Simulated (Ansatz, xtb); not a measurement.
## A geometry optimisation of AlClH2OSi2 with r2SCAN-D4/def2-SVP

The starting geometry of this gas-phase singlet was built from a drawn formula by distance geometry and a force field; its bonds are those of `[OH][Al]([Cl])[Si]#[SiH]`.

```
atom    x (Å)    y (Å)    z (Å)
  Al  -1.2415  -0.9147  -0.4343
  Cl  -0.0203  -2.5271   0.3391
   O  -2.6358  -0.1867   0.5678
  Si  -0.8065  -0.0178  -2.5776
  Si  -0.4420   0.7289  -4.3574
   H  -3.4295  -0.7416   0.3091
   H  -0.1494   1.2975  -5.6790
```

Q: Predict what becomes of its bonds when it is optimised with r2SCAN-D4/def2-SVP.

A: A new bond forms, giving a structure given below by its coordinates. Contacts that close: Al1–Si5 (4.33 → 2.60 Å).

The energy falls by 1.63 eV over 26 steps:

```
step  E − E(last) (eV)
   1             1.626
   4             1.208
   7             0.715
   9             0.593
  12             0.535
  15             0.384
  18             0.136
  20             0.019
  23             0.001
  26             0.000
```

Final geometry (Å):

```xyz
7

Al   -0.9955   -0.7076   -1.0340
Cl   -0.6340   -2.5419   -0.0353
O    -2.5224    0.0176   -0.7816
Si    1.0379    0.2814   -2.0540
Si   -0.6147    0.4242   -3.3460
H    -3.2407   -0.3690   -0.2688
H    -1.7556    0.5339   -4.3125
```

From the same start GFN2-xTB reaches the same bonding as this run.

The end wasn't checked by frequencies. Run with Ansatz 0.2.0, 4.1 min on 1 thread of AMD EPYC (Zen 3) (shared host).
